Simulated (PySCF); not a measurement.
Sn(H)2(F)2, H₂F₂Sn, SMILES [SnH2]([F])[F] at its B3LYP/def2-SVP optimised geometry (Å):

```
5

Sn    -0.3879    -0.5198     0.0000
F     -0.9585     1.3334     0.0000
F     -0.9561    -1.1818     1.7312
H      1.3190    -0.5198     0.0000
H     -1.3190    -1.3334    -1.1770
```

Calculation: B3LYP/def2-TZVP, def2 effective core potentials past Kr in PySCF. The core electrons that the potentials of Sn replace are not part of the density. Cells within 0.4 Å of a nucleus heavier than hydrogen are left out (blank, or x).

Map of the electron localisation function on the plane z = 0.0 Å:

```
|000000000000000000000000000|
|000000000000000000000000000|
|000000000000000000000000000|
|000000001111100000000000000|
|000000123444321000000000000|
|000001346776531000000000000|
|000012578888752000000000000|
|000013688xx8753000000000000|
|00002468xxx8852000000000000|
|000014688xx8741000022100000|
|000012567877521012588620000|
|000001245542111247999971000|
|000000011112221379999995000|
|000000011257752289999998100|
|00000011147xx74289999999300|
|00000122257xxx4289999999300|
|00000122237xx73289999999300|
|000001332246652389999998100|
|000001233222322379999995000|
|000001233222222368999971000|
|000000122222222235788620000|
|000000011111111112343100000|
|000000000000000000000000000|
|000000000000000000000000000|
|000000000000000000000000000|
|000000000000000000000000000|
|000000000000000000000000000|
```
Scale: ten equal steps from 0.000 (start of '0') to 1.000 (end of '9'), in the order '0123456789'; x runs from -3.50 to 3.50, y from -3.50 (bottom) to 3.50 (top).
